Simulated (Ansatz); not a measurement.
Mulliken charges of C2F2GeN2, SMILES `N#[C][Ge]([F])([F])[C]#N` from r2SCAN/def2-TZVPP in Ansatz (PBE0-D4/def2-TZVP geometry).

```tsv
atom	x (Å)	y (Å)	z (Å)	charge (e)
N1	0.152	-2.002	1.949	-0.025
C2	0.141	-1.315	1.027	-0.165
Ge3	0.114	-0.158	-0.472	0.996
F4	-0.999	-0.751	-1.610	-0.308
F5	1.651	-0.157	-1.199	-0.308
C6	-0.355	1.620	-0.018	-0.165
N7	-0.642	2.694	0.277	-0.025
```

Task: By hand: the dipole of these point charges (1 e Å = 4.8032 D).

Result: Σ q r = (-0.040, 0.055, 0.173) e Å, of length 0.186 e Å = 0.89 D.

Task: How does the dipole of the full density compare? (An estimate is asked.)

Result: The calculation gave: (0.042, -0.059, -0.185) e Å, 0.95 D; the point charges give 0.94 times that, at 180° from its direction, so they point the opposite way.

Point charges leave out the atoms' own dipoles, such as those of lone pairs, and Mulliken's split depends on the basis, so the two needn't agree.
